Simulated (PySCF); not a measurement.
B2O3. Atoms are numbered in the order given.

```xyz
5

O      0.0000     0.0000    -2.5158
B      0.0000     0.0000    -1.3102
O      0.0000     0.0000     0.0000
B      0.0000     0.0000     1.3102
O      0.0000     0.0000     2.5158
```

The structure is a stationary point at PBE0-D3(BJ)/def2-SVP. Other conformers were not sampled.

These are PySCF with PBE/def2-TZVPD values and carry that method's errors.

ESP charges are fitted to the potential on shells at 1.4 to 2.0 van der Waals radii. Atomic charges (e):

```csv
atom,IAO,ESP fit
O1,-0.42,-0.45
B2,0.60,0.45
O3,-0.36,-0.01
B4,0.60,0.45
O5,-0.42,-0.45
```
